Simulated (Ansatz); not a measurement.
The molecule CuF, closed-shell singlet (the spin of the measured ground state). No spin–orbit coupling. Cu is treated without relativity.

D_e counts from the fitted minimum to each atom's lowest state at the same level, without counterpoise. The singlet is restricted.

Correlated levels freeze the inner cores; with def2 sets outer-core shells near the valence are correlated too. CBS(a, b) extrapolates the correlation energy as X⁻³ and adds the Hartree–Fock energy of set b.

The values were computed with Ansatz (an electronic-structure program). Each number belongs to the level named beside it.

| level | bond energy D_e (kJ/mol) |
|---|---|
| PBE/def2-TZVPP | 416.5 |
| r2SCAN/def2-TZVPP | 402.9 |
| B97M-V/def2-TZVPP | 395.7 |
| BHLYP/def2-TZVPP | 345.3 |
| CAM-B3LYP/def2-TZVPP | 398.9 |
| wB97M-V/def2-TZVPP | 407.7 |
| CCSD/def2-TZVPP | 377.3 |
| CCSD(T)/def2-TZVPP | [?] |
| CCSD(T)/CBS(def2-TZVPP, def2-QZVPP) | 414.1 |

Question: What belongs in the gaps?

Answer: 
- CCSD(T)/def2-TZVPP, bond energy D_e (kJ/mol): 386.2
